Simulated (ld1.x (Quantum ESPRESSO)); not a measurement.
## u(r) = r·R(r): atom against pseudo-atom (Ta)

Columns: radius, all-electron u(r) and pseudo u(r) of the 5s shell (level -72.97 eV) of tantalum in the configuration [Kr] 4d10 4f14 5s2 5p6 5d3 6s2 6p0; revPBE, scalar-relativistic, TM scheme, ld1.x (Quantum ESPRESSO) 7.5.

| r (bohr) | all-electron | pseudo |
| --- | --- | --- |
| 0.145 | 0.4106 | 0.1475 |
| 0.290 | -0.4083 | 0.3030 |
| 0.435 | -0.4829 | 0.4733 |
| 0.580 | 0.1861 | 0.6594 |
| 0.725 | 0.7752 | 0.8472 |
| 0.870 | 1.0718 | 0.9993 |
| 1.015 | 1.1303 | 1.0673 |
| 1.160 | 1.0489 | 1.0265 |
| 1.305 | 0.9041 | 0.9011 |
| 1.450 | 0.7435 | 0.7435 |
| 1.595 | 0.5923 | 0.5923 |
| 1.740 | 0.4614 | 0.4614 |
| 1.885 | 0.3536 | 0.3536 |
| 2.030 | 0.2677 | 0.2677 |
| 2.175 | 0.2010 | 0.2010 |
| 2.320 | 0.1498 | 0.1498 |
| 2.465 | 0.1110 | 0.1110 |
| 2.610 | 0.0819 | 0.0819 |
| 2.755 | 0.0603 | 0.0603 |
| 2.900 | 0.0442 | 0.0442 |
| 3.045 | 0.0323 | 0.0323 |
| 3.190 | 0.0236 | 0.0236 |
| 3.335 | 0.0172 | 0.0172 |
| 3.480 | 0.0125 | 0.0125 |
| 3.625 | 0.0091 | 0.0091 |
| 3.770 | 0.0066 | 0.0066 |

Q: How many radial nodes do the two functions have?

A: The all-electron 5s function has n − l − 1 = 4 (the table is too coarse to show those close to the nucleus); the pseudo-wave has 0, since the states of the same l below it are removed with the core.

Q: At about which radius was the pseudo-wave matched?

A: 1.55 bohr, where the columns begin to agree (steps of 0.14 bohr).

Q: Where does each function peak?

A: Outermost all-electron maximum near 1.01 bohr, pseudo maximum near 1.01 bohr (to the table’s step).

Q: Is the pseudo-wave norm-conserving?

A: Yes: the TM scheme keeps the norm inside the radius equal to the all-electron one, which fixes the energy derivative of the logarithmic derivative at the level.
